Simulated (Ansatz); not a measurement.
Consider the atomization: `C/N=C/[SeH]` → 2 C• + 5 H• + N• + Se•.

Calculated with Ansatz (gas phase, PBE0-D4/def2-TZVP geometries, no zero-point term in ΔE). CCSD(T)/CBS is the MP2 limit (def2-TZVPP, def2-QZVPP) plus CCSD(T) − MP2 in def2-TZVPP, frozen cores. This one scheme is used for every species, atoms too. Functionals use def2-TZVPP. B3LYP here is the variant with VWN-RPA as its local correlation; programs differ in this. Open shells (•) are unrestricted, without spin–orbit coupling. Spin–orbit coupling would lower the free atoms: a little for C; clearly for Se. For Se outer-core shells are correlated without core-valence functions, so the limit isn't a true one: a few kJ/mol of doubt a bond, and 10 to 20 or more in all where bonds break to atoms. Scalar relativity is left out up to krypton. Each species was taken in one conformer, which may not be the lowest.

Question: What is ΔE at CCSD(T)/CBS? (Estimate.)

Answer: Ansatz gave: +3239.8 kJ/mol.

Question: What do these levels give: r2SCAN-D4, PBE0-D4, B3LYP-D4, ωB97X-V, ωB97M-V, B2PLYP, PBE0, B3LYP, MP2/def2-QZVPP, SCS-MP2/def2-QZVPP, MP2/CBS(def2), CCSD/CBS(def2)? (An estimate is asked.)

Answer: Computed: r2SCAN-D4 3248.7, PBE0-D4 3265.4, B3LYP-D4 3258.6, ωB97X-V 3250.4, ωB97M-V 3244.1, B2PLYP 3213.7, PBE0 3251.8, B3LYP 3232.5, MP2/def2-QZVPP 3247.4, SCS-MP2/def2-QZVPP 3249.5, MP2/CBS(def2) 3285.1, CCSD/CBS(def2) 3177.5 kJ/mol.

Largest T1 diagnostic among the species: 0.011.

In def2-TZVPP, CCSD(T) changes the Hartree–Fock value by +930.4 kJ/mol (the triples alone add +62.3 kJ/mol) and MP2 by +975.7 kJ/mol; breaking electron pairs costs correlation energy, which Hartree–Fock lacks. From PBE to PBE0 (25 % exact exchange), in def2-TZVPP and without D4, ΔE moves by −86.0 kJ/mol: exact exchange takes away binding that semilocal exchange gives to molecules. The D4 term adds +26.1 kJ/mol with B3LYP and +13.5 kJ/mol with PBE0; it sums over pairs of atoms, weighted by their polarisabilities, and B3LYP, whose exchange is more repulsive, gets the larger term.

For atomizations the MP2-based limit and the directly extrapolated one differ by several kJ/mol either way, and by 10 to 25 for some Ge, Se and Sn compounds, so smaller differences from it don't rank the levels.
